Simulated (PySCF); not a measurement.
C3H8OSSi.
Structure used (PBE0-D3(BJ)/def2-SVP), in Å, numbered top down from 1:
```xyz
14
C3H8OSSi angstrom
C     -2.7150    0.2752   -0.3351
C     -2.2696    1.3933    0.2434
O     -0.9904    1.6904    0.5474
Si     0.3620    0.7342    0.2915
S      1.9658    1.9061    1.0529
C      3.3059    0.7354    0.6485
H     -2.0535   -0.5439   -0.6318
H     -3.7822    0.1583   -0.5266
H     -2.9504    2.2014    0.5322
H      0.5371    0.4487   -1.1648
H      0.2293   -0.5630    1.0215
H      4.2394    1.2016    0.9897
H      3.3794    0.5597   -0.4346
H      3.1830   -0.2223    1.1750
```

Jobs on this species (14 atoms, 64 electrons) with PySCF (density fitting). Hardware of each: an Arm Neoverse V2 with one thread, no GPU, shared host. The host was shared with other jobs, so the times are rough. Peak memory is the resident size of the whole Python process, interpreter and libraries included.

```tsv
level and settings	work	basis functions	SCF cycles	wall time	peak memory
BHandHLYP/aug-pcX-1 (pcseg-1 on H, def2-SVPD on Si, def2-SVPD on S)	K-edge TDA, 24 lines	223	?	?	?
CAM-B3LYP/def2-SVPD	10 singlets by full TDDFT, 4 Tamm–Dancoff triplets, polarisability, ΔSCF ions	198	13	76 s	1.1 GiB
CAM-B3LYP/def2-SVPD, IEF-PCM chloroform	6 singlets by full TDDFT, polarisability	198	13	23 s	0.98 GiB
wB97X-D/pcSseg-2	shieldings	342	14	65 s	1.6 GiB
PBE0/pcSseg-1	shieldings, charges and field gradients	156	14	12 s	0.89 GiB
PBE0/pcSseg-1, IEF-PCM chloroform	shieldings, charges and field gradients	156	14	15 s	0.98 GiB
PBE0-D3(BJ)/def2-SVP, grid level 1	geometry optimisation from a GFN2-xTB start shaken at random	132	47	37 s	0.54 GiB
PBE0/pcSseg-1, IEF-PCM methanol	shieldings	156	14	12 s	0.98 GiB
delta-SCF UKS SCAN, pcX-2 on the ionised atom, pcseg-1 elsewhere, spin-free X2C	ΔSCF core ionisation, 8 holes	174	141	43 s	0.73 GiB
```

Task: Fill in the missing figures.

Result: 
- BHandHLYP/aug-pcX-1 (pcseg-1 on H, def2-SVPD on Si, def2-SVPD on S); K-edge TDA, 24 lines: 13 s, 0.90 GiB, 13 SCF cycles

Task: What do all jobs in the table cost together?

Result: About 4.9 min; the longest takes about 26 % of that, and about 6.3 times as long as the shortest.
